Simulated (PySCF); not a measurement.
**Dipole response of Cr(7+) (chromium, charge +7)**

[Ne] 3s2 3p5, 2P determinant. Calculation: PySCF 2.14, in an even-tempered Gaussian basis (18 s from 0.25 bohr⁻², ratio 2.5; 12 p from 0.33 bohr⁻², ratio 2.5; 5 d from 3.3 bohr⁻², ratio 2.7; 5 f from 4.9 bohr⁻², ratio 2.7); no relativity, point nucleus. Coupled (time-dependent) response in atomic units; α is the mean over directions.

```json
{"method": "UHF", "mean α (bohr³)": "0.3930", "α xx, yy, zz": "0.5250, 0.3270, 0.3270", "C₆ (like pair)": "0.3525", "S(−4)": "0.07749"}
{"method": "PBE0", "mean α (bohr³)": "0.3969", "α xx, yy, zz": "0.5271, 0.3318, 0.3318", "C₆ (like pair)": "0.3535", "S(−4)": "0.08613"}
```

S(−4) is the Cauchy moment in α(ω) = α(0) + S(−4) ω² + …

α(iu) at PBE0:

```
u (hartree)  α(iu) (bohr³)
          0         0.3969
      0.300         0.3895
      0.600         0.3705
       1.20         0.3195
       1.80         0.2692
       2.40         0.2255
       3.00         0.1896
       4.50         0.1289
       6.00        0.09447
       9.00        0.05993
       15.0        0.03316
```

For an ion, C₆ is the dispersion term alone; charge-induced terms of lower order in 1/R come first.

The components differ because the open shell of this determinant is not spherical; for a pure term their mean is the scalar polarisability.
